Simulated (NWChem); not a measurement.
Program: NWChem. System: CH2F, charge 0, spin multiplicity 2, at a geometry optimised with UB3LYP/def2-SVP. The structure started from a generated list of species. Its SCF solution wasn't tested for a lower state. Level: UB2PLYP/def2-TZVP, 2 core orbitals frozen.

Input file:

```
start mol
memory heap 200 mb stack 900 mb global 1100 mb
geometry units angstroms nocenter noautoz
  C     -0.642805     0.100451     0.000000
  F      0.680677    -0.053319     0.000000
  H     -1.134634    -0.061418     0.963448
  H     -1.134634    -0.061418    -0.963448
  symmetry group Cs
end
basis spherical
  * library def2-tzvp
end
dft
  xc hfexch 0.53 becke88 0.47 lyp 0.73 mp2 0.27
  dftmp2
  odft
  mult 2
  semidirect memsize 60000000 filesize 0
  iterations 100
end
mp2
  freeze core 2
end
task dft energy
```

NWChem printed:

```
             Northwest Computational Chemistry Package (NWChem) 7.3.0
             --------------------------------------------------------

                                NWChem Input Module
                                -------------------

 Scaling coordinates for geometry "geometry" by  1.889725989
 (inverse scale =  0.529177249)

 Turning off AUTOSYM since
 SYMMETRY directive was detected!

                             Geometry "geometry" -> ""
                             -------------------------

 Output coordinates in angstroms (scale by  1.889725989 to convert to a.u.)

  No.       Tag          Charge          X              Y              Z
 ---- ---------------- ---------- -------------- -------------- --------------
    1 C                    6.0000    -0.64280500     0.10045100     0.00000000
    2 F                    9.0000     0.68067700    -0.05331900     0.00000000
    3 H                    1.0000    -1.13463400    -0.06141800     0.96344800
    4 H                    1.0000    -1.13463400    -0.06141800    -0.96344800

 Effective nuclear repulsion energy (a.u.)      32.1620771779

            Nuclear Dipole moment (a.u.)
            ----------------------------
        X                 Y               Z
 ---------------- ---------------- ----------------
    -0.0000094486    -0.0000018897     0.0000000000

      Symmetry information
      --------------------

 Group name             Cs
 Group number              2
 Group order               2
 No. of unique centers     3

      Symmetry unique atoms

     1    2    3


 Summary of "ao basis" -> "" (spherical)
 ------------------------------------------------------------------------------
       Tag                 Description            Shells   Functions and Types
 ---------------- ------------------------------  ------  ---------------------
 *                         def2-tzvp                  on all atoms

  dft_input: which_mp2 not specified, using semidirect MP2 by default.

                                 NWChem DFT Module
                                 -----------------

 Summary of "ao basis" -> "ao basis" (spherical)
 ------------------------------------------------------------------------------
       Tag                 Description            Shells   Functions and Types
 ---------------- ------------------------------  ------  ---------------------
 C                         def2-tzvp                11       31   5s3p2d1f
 F                         def2-tzvp                11       31   5s3p2d1f
 H                         def2-tzvp                 4        6   3s1p

 Summary of "ao basis" -> "ao basis" (spherical)
 ------------------------------------------------------------------------------
       Tag                 Description            Shells   Functions and Types
 ---------------- ------------------------------  ------  ---------------------
 C                         def2-tzvp                11       31   5s3p2d1f
 F                         def2-tzvp                11       31   5s3p2d1f
 H                         def2-tzvp                 4        6   3s1p

      Symmetry analysis of basis
      --------------------------

        a'         48
        a"         26

            General Information
            -------------------
          SCF calculation type: DFT
          Wavefunction type:  spin polarized.
          No. of atoms     :     4
          No. of electrons :    17
           Alpha electrons :     9
            Beta electrons :     8
[...]
 overlap   0.988  1.000  0.968  0.933  1.000  0.995  0.992  0.996  0.994  0.997

   alpha     21     22     23     24     25     26     27     28     29     30
    beta     21     22     23     24     25     26     27     28     29     30
 overlap   0.989  0.992  0.992  0.988  1.000  0.993  0.998  0.957  0.956  1.000

   alpha     31     32     33     34     35     36     37     38     39     40
    beta     31     32     33     34     35     36     37     38     39     40
 overlap   0.999  0.996  0.999  0.996  0.999  0.998  0.999  0.998  1.000  0.998

   alpha     41     42     43     44     45     46     47     48     49     50
    beta     41     42     43     44     45     46     47     48     49     50
 overlap   0.999  1.000  0.996  0.999  0.998  0.992  0.927  0.925  0.998  0.996

   alpha     51     52     53     54     55     56     57     58     59     60
    beta     51     52     53     54     55     56     57     58     59     60
 overlap   0.999  0.998  0.998  0.999  0.999  0.999  1.000  0.999  1.000  1.000

   alpha     61     62     63     64     65     66     67     68     69     70
    beta     61     62     63     64     65     66     67     68     69     70
 overlap   1.000  1.000  1.000  1.000  1.000  1.000  1.000  1.000  1.000  1.000

   alpha     71     72     73     74
    beta     71     72     73     74
 overlap   1.000  1.000  1.000  1.000

     --------------------------
     Expectation value of S2:
     --------------------------
      <S2> =      0.7560 (Exact =     0.7500)

 center of mass
 --------------
 x =   0.16777569 y =   0.00392891 z =   0.00000000

 moments of inertia (a.u.)
 ------------------
           7.333349439150           4.749456981470           0.000000000000
           4.749456981470          64.159300132574           0.000000000000
           0.000000000000           0.000000000000          58.129791703000

     Multipole analysis of the density
     ---------------------------------

     L   x y z        total         alpha         beta         nuclear
     -   - - -        -----         -----         ----         -------
     0   0 0 0     -0.000000     -9.000000     -8.000000     17.000000

     1   1 0 0     -0.568631      0.271107     -0.839729     -0.000009
     1   0 1 0     -0.087403     -0.279243      0.191841     -0.000002
     1   0 0 1     -0.000000     -0.000000     -0.000000      0.000000

     2   2 0 0     -8.501360    -21.892967    -19.547422     32.939029
     2   1 1 0      0.231837      1.436659      0.847418     -2.052240
     2   1 0 1      0.000000     -0.000000      0.000000      0.000000
     2   0 2 0     -9.316819     -5.981940     -3.669392      0.334512
     2   0 1 1     -0.000000     -0.000000     -0.000000      0.000000
     2   0 0 2     -7.845059     -7.471065     -7.003547      6.629553

                   NWChem MP2 Semi-direct Energy/Gradient Module
                   ---------------------------------------------

  Basis functions       =     74
  Molecular orbitals    =     74
  Frozen core           =      2
  Frozen virtuals       =      0
  Active alpha occupied =      7
  Active beta occupied  =      6
  Active alpha virtual  =     65
  Active beta virtual   =     66
  Use MO symmetry       = T
  Use skeleton AO sym   = T

  AO/Fock/Back tols     =   1.0D-09  1.0D-09  1.0D-09

 GA uses MA = F    GA memory limited = T

 Available:
  local mem=  4.43D+07
 global mem=  1.44D+08
 local disk=  0.00D+00
  mp2_memr nvloc                    65
  nvloc new                    65
   1 passes of   7:        5242880                      33911                   4299273.
   1 passes of   7: M     44323107           G      144168248           F      39080227.

 Semi-direct pass number   1 of   1  for UHF alpha       at        1.7s
  vrange nnbf                  2773
  mp2_eaftype                    16  avail_ma_in_mb                   386
 EAF : mp2_eaftype filesize          16    2149636.
  mp2_eaf for mointskh                     16
Node 0 wrote     10.1 Mb in      0.0 s     Agg I/O rate:  1651.6 Mb/s
 Done moints_semi at        2.5s
  mp2_eaftype                    16  avail_ma_in_mb                   386
 EAF : mp2_eaftype filesize          16    2149636.
  mp2_eaf for kh                    16
 Done maket at        2.5s
 Done multipass loop at        2.5s

 GA uses MA = F    GA memory limited = T

 Available:
  local mem=  4.43D+07
 global mem=  1.44D+08
 local disk=  0.00D+00
  mp2_memr nvloc                    66
  nvloc new                    66
   1 passes of   6:        5242880                      30963                   3743009.
   1 passes of   6: M     44323107           G      144168248           F      39080227.

 Semi-direct pass number   1 of   1  for UHF beta        at        2.5s
  vrange nnbf                  2773
  mp2_eaftype                    14  avail_ma_in_mb                   386
 EAF : mp2_eaftype filesize          14    1871504.
  mp2_eaf for mointskh                     14
Node 0 wrote      8.8 Mb in      0.0 s     Agg I/O rate:  1932.4 Mb/s
 Done moints_semi at        3.3s
  mp2_eaftype                    14  avail_ma_in_mb                   386
 EAF : mp2_eaftype filesize          14    1871504.
  mp2_eaf for kh                    14
 Done maket at        3.4s
 Done multipass loop at        3.4s

          -------------------------------------------
          DFT energy                    -138.912496531165
          Unscaled MP2 energy             -0.466680858216
          Total DFT+MP2 energy          -139.038500362883
          -------------------------------------------

 -----------------------
 Performance information
 -----------------------

 Timer overhead =  1.60D-07 seconds/call

               Nr. of calls         CPU time (s)                 Wall time (s)                GFlops
             ---------------    -------------------     ------------------------------   -------------------
Name         Min   Avg   Max    Min     Avg     Max     Min     Avg     Max   Mx/calls   Min     Max     Sum
mp2: moin     2     2     2    1.5     1.5     1.5      1.5     1.5     1.5    0.77      0.0     0.0     0.0
mp2: make     2     2     2   0.10    0.10    0.10     0.10    0.10    0.10    5.22E-2   0.0     0.0     0.0
mp2: tota     1     1     1    1.7     1.7     1.7      1.7     1.7     1.7     1.7      0.0     0.0     0.0

 The average no. of pstat calls per process was 5.00D+00
 with a timing overhead of 8.00D-07s

 Task  times  cpu:        3.3s     wall:        3.3s

 Total times  cpu:        3.4s     wall:        3.4s
```
